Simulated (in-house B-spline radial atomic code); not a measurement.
The numbers below are computed, except where a source is named.
**Stopping of slow ions oscillates with Z: Al to Zn at r_s = 3.3**

A nucleus sits in a uniform electron gas with a rigid positive background. The Kohn-Sham equations are solved self-consistently in the spin-unpolarised LDA (PW92), non-relativistic, on B-splines with outgoing waves at the boundary and partial waves to l = 8. The model has no lattice, no bands and no magnetic solution. Atomic units; δ_l are the phase shifts at the Fermi level, counted so that each bound state adds π, and good to about 0.0005. A narrow, partly filled d or f resonance in a thin gas would split by spin, so such rows rest on a solution that is probably unstable.

The density parameter is r_s = 3.3 bohr. The friction coefficient Q = n k_F σ_tr gives dE/dx = Q v for slow ions.

| ion | δ0/π | δ1/π | δ2/π | δ3/π | σ_tr (bohr²) | Q (a.u.) |
| --- | --- | --- | --- | --- | --- | --- |
| Al | 2.349 | 1.350 | 0.020 | 0.001 | 55.46 | 0.2143 |
| Si | 2.443 | 1.487 | 0.017 | 0.001 | 74.64 | 0.2884 |
| P | 2.520 | 1.621 | 0.020 | 0.002 | 71.03 | 0.2744 |
| S | 2.597 | 1.742 | 0.031 | 0.004 | 54.17 | 0.2093 |
| Cl | 2.689 | 1.846 | 0.050 | 0.004 | 37.19 | 0.1437 |
| Ar | 2.798 | 1.938 | 0.076 | 0.002 | 25.64 | 0.0991 |
| K | 2.907 | 2.015 | 0.113 | -0.001 | 24.62 | 0.0951 |
| Ca | 2.982 | 2.054 | 0.181 | -0.006 | 46.97 | 0.1815 |
| Sc | 3.016 | 2.057 | 0.276 | -0.008 | 98.13 | 0.3791 |
| Ti | 3.036 | 2.050 | 0.377 | -0.009 | 152.52 | 0.5892 |
| V | 3.052 | 2.042 | 0.478 | -0.009 | 182.83 | 0.7063 |
| Cr | 3.066 | 2.035 | 0.578 | -0.008 | 176.80 | 0.6831 |
| Mn | 3.080 | 2.031 | 0.676 | -0.007 | 138.99 | 0.5370 |
| Fe | 3.095 | 2.030 | 0.772 | -0.006 | 86.40 | 0.3338 |
| Co | 3.115 | 2.035 | 0.863 | -0.005 | 40.30 | 0.1557 |
| Ni | 3.151 | 2.058 | 0.939 | -0.003 | 16.72 | 0.0646 |
| Cu | 3.226 | 2.122 | 0.982 | -0.001 | 17.62 | 0.0681 |
| Zn | 3.318 | 2.227 | 1.000 | 0.000 | 34.78 | 0.1344 |

(1) Where are the largest and smallest frictions, and what do the phase shifts say there?

(2) At equal speed, Lindhard and Scharff's formula, with silicon as an example target, scales as Z^(7/6)/(Z^(2/3) + 14^(2/3))^(3/2). How does its rise from the first ion to the last compare?

Results:

(1) Largest: V, Q = 0.7063; smallest: Ni, Q = 0.0646, a ratio of 10.9. For the largest δ2/π = 0.48: the d resonance is about half filled and sits at the Fermi level, where it scatters most. For the smallest the differences δ_l − δ_(l+1), measured from the nearest multiple of π, are 0.09π, 0.12π, 0.06π; σ_tr grows with the sines of these.

(2) It rises smoothly by 0.8696/0.5222 = 1.67, while Q changes by 0.134/0.214 = 0.63. The statistical formula averages over shells, so it can't show the oscillation.
